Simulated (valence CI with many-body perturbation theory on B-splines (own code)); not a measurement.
**Ga IX: key properties**

Method: valence CI with perturbative core correlation (CI+MBPT): five valence electrons over a frozen Dirac-Fock core [Ar], a basis of 7 s, 7 p, 8 d, 6 f, 4 g, 1 h functions for each j, with the one-electron correlation potential Σ1, the two-electron term Σ2, the three-electron term Σ3, Breit, model QED; selected CI, second order for the rest, scaled by the run's own slope (own B-spline code, finite nucleus).

No measured levels were compared; by estimate terms of the open shell hold to 2 to 4 % of their energy, and close levels can change places; different configurations can be misplaced against each other by 1,000 to 8,000 cm⁻¹. Among the levels kept, up to 410 cm⁻¹ of a level comes from second order outside the variational space, and about a tenth of that is noise between levels of different J, which matters for small intervals. The list stops below the first excitations out of the core. Only levels of the ground parity were solved; by the run's estimate the other parity begins above the list, which can be wrong where configurations are misplaced.

Rates and lifetimes use the calculated energies. Strong lines usually hold to 10 to 20 %, long lifetimes can be off by a factor of two.

(1) What is the ground level?

(2) What is the ionisation energy?

(3) Name the longest-lived excited levels whose lifetime is computed, and their main decay.

(4) How well does LS coupling describe the low levels?

## Answers

(1) 3d5 6S_5/2, composition 99 % 3d5 6S, g = 1.999.

(2) 210.01 eV; NIST lists 211 ± 2.2 eV (theoretical).

(3) 3d5 4G_7/2 at 54039 cm⁻¹ lives 2560 s, mostly by M1 to 3d5 4G_5/2; 3d5 4G_9/2 at 54086 cm⁻¹ lives 2270 s, mostly by M1 to 3d5 4G_11/2. The lifetime of 3d5 4G_11/2 is too uncertain to give, and may be longer.

(4) Among the lowest 20 levels the leading LS term, summed over configurations, holds 88 % on average. For single configurations the figures are 88 % in LS and 53 % in jj coupling. Terms mix most in the J = 5/2 level at 82955 cm⁻¹, where the leading one holds 59 %.
